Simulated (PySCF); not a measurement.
Cl2H5NSi2, SMILES N[SiH2][SiH](Cl)Cl.

Coordinates come from a B3LYP-D3(BJ)/def2-SVP optimisation. The structure was generated by enumeration, and PubChem lists no compound with its InChIKey, so it may never have been made. The values are those of a single conformer.

Calculation: TDDFT-PBE/def2-SVPD in PySCF 2.14.0.

Vertical excitations. The molecule is in vacuum. State labels are in the subgroup Cs.

Computed lowest excited states:
| state | symmetry | energy (eV) | λ (nm) | f | main pairs |
|---|---|---|---|---|---|
| S1 | A' | 4.66 | 266 | 0.010 | HOMO→LUMO 98 % |
| S2 | A" | 5.01 | 247 | 0.009 | HOMO→LUMO+1 98 % |
| S3 | A' | 5.73 | 216 | 0.016 | HOMO→LUMO+2 73 %, HOMO−1→LUMO 19 % |
| S4 | A' | 5.93 | 209 | 0.050 | HOMO−1→LUMO 76 %, HOMO→LUMO+2 11 % |
| S5 | A" | 6.25 | 198 | 0.002 | HOMO−1→LUMO+1 94 % |
| S6 | A' | 6.29 | 197 | 0.095 | HOMO→LUMO+3 65 %, HOMO→LUMO+4 16 % |
| S7 | A" | 6.29 | 197 | 0.014 | HOMO−2→LUMO 91 % |
| S8 | A" | 6.49 | 191 | 0.006 | HOMO−3→LUMO 93 % |
| S9 | A' | 6.50 | 191 | 0.012 | HOMO→LUMO+4 71 % |
| S10 | A' | 6.59 | 188 | 0.039 | HOMO→LUMO+5 38 %, HOMO−4→LUMO 31 %, HOMO−2→LUMO+1 12 %, HOMO→LUMO+4 7 % |
| T1 | A' | 4.25 | 292 | 0 | HOMO→LUMO 99 % |
| T2 | A" | 4.61 | 269 | 0 | HOMO→LUMO+1 99 % |
| T3 | A' | 5.39 | 230 | 0 | HOMO→LUMO+2 94 % |
| T4 | A' | 5.63 | 220 | 0 | HOMO−1→LUMO 96 % |
Triplets are in the Tamm–Dancoff approximation, which puts them higher than full response would, so one can lie above its singlet here.
